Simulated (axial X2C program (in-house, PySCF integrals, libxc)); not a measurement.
# Nuclear properties of SrO

Calculated with an in-house all-electron X2C program for linear molecules (integrals from PySCF): two-component X2C with atomic mean-field Coulomb and Gaunt terms, Gaussian nuclei, basis Sr dyall-cv3z, O dyall-av3z with contracted cores.

R = 1.897 Å (near the PBE0 minimum at charge 0 of the determinant lowest at the starting distance; the state shown can have its own minimum elsewhere).

Input and command:
```json
{"zs": [38, 8], "q": 0, "bas": ["dyall-cv3z", "dyall-av3z"], "r0": 2.14, "levels": ["PBE0", "HF", "PBE50", "BP86", "B3LYP"], "nst": 3}
```
```bash
python soeom.py task.json out
```

Keys: zs atomic numbers; q charge; bas basis sets; r0 starting distance in Å; levels methods; nst determinants followed.

Determinant lowest in the PBE0 search, Ω = 0 (closed shell), highest spinor 71% O p, 16% Sr d, 7% Sr p:

```json
{"level": "PBE0", "qzz Sr (a.u.)": "-0.76", "qzz O (a.u.)": "-0.24", "μ (D)": "-8.86"}
{"level": "HF", "qzz Sr (a.u.)": "-0.49", "qzz O (a.u.)": "-0.57", "μ (D)": "-10.92"}
{"level": "PBE50", "qzz Sr (a.u.)": "-0.64", "qzz O (a.u.)": "-0.36", "μ (D)": "-9.73"}
{"level": "BP86", "qzz Sr (a.u.)": "-0.95", "qzz O (a.u.)": "-0.11", "μ (D)": "-7.78"}
{"level": "B3LYP", "qzz Sr (a.u.)": "-0.89", "qzz O (a.u.)": "-0.20", "μ (D)": "-8.63"}
```

Determinant 1.26 eV from it at PBE0 and this distance, Ω = 1 (⟨Sz⟩ = 1.00, ⟨Lz⟩ = 0.00 at PBE0), spin on the atoms Sr 0.56, O 0.44:

```csv
level,Eeff magnitude (GV/cm),Ws magnitude Sr (kHz),Ws magnitude O (kHz),A∥/gI Sr (MHz),qzz Sr (a.u.),A∥/gI O (MHz),qzz O (a.u.),μ (D)
PBE0,0.0615,0.027,0.00503,1440,-1.10,205,2.72,-1.87
HF,0.32,0.0919,0.00592,1220,-1.68,237,2.62,-1.30
PBE50,0.168,0.0211,0.00551,1400,-1.29,210,2.70,-1.71
BP86,0.022,0.0647,0.00428,1540,-0.88,195,2.74,-2.13
B3LYP,0.138,0.00805,0.00466,1540,-1.12,211,2.77,-2.26
```

Eeff is the effective electric field on the electron electric dipole moment in this Ω state and Ws the scalar–pseudoscalar constant of the nucleus named (defined with the proton number Z and per Ω); A∥ (defined per Ω) follows by multiplying with gI = μI/(I μN); qzz is the electric field gradient, eQq0 = 234.96 MHz × Q/barn × qzz; μ is positive if the O end (last atom) is positive. The operators were transformed with the bare-nucleus X2C matrices; with these basis sets, hyperfine constants and field gradients can be off by tens of per cent, and where levels differ in sign neither size nor sign is settled.

Problem. With Q(87Sr) = 0.305 barn (Q from Pyykkö, Mol. Phys. 2018), turn the PBE0 values of the first state into constants in MHz.

Solution. eQq0(87Sr) = 234.96 × (0.305) × (-0.76) = -54.5 MHz.

Each state is one determinant with collinear spin, which with several unpaired electrons need not be a pure state. Unrestricted Hartree–Fock can overshoot spin polarisation at the nuclei. In the state Ω = 1 the sign of Eeff differs between levels (BP86 against PBE0). A closed determinant beside an open π² or δ² triplet, such as (π1/2)², mixes with its partner pair into the 0⁺ component of the triplet and ¹Σ⁺, so its energy is not that of a level, and 0⁺ can lie lowest. With several open shells hyperfine constants can be off by a factor of several. Where Eeff spreads by more than a factor of two the levels disagree and none is to be relied on. Open-shell Ω = 0 determinants with evenly filled partner blocks cannot be reached by this program, so the Ω shown need not be the lowest component. At HF a later determinant lies lower. The search compared states at one distance, so a state with another bond length can lie lower. The sign of Ws at Sr differs between levels in the second state. Further determinants of the search, some of them spin-mixed, are not shown. Where a field gradient or hyperfine factor spreads by more than a factor of two over the levels, a constant derived from it is not to be relied on. PBE0 term energies can be off by some tenths of an eV.
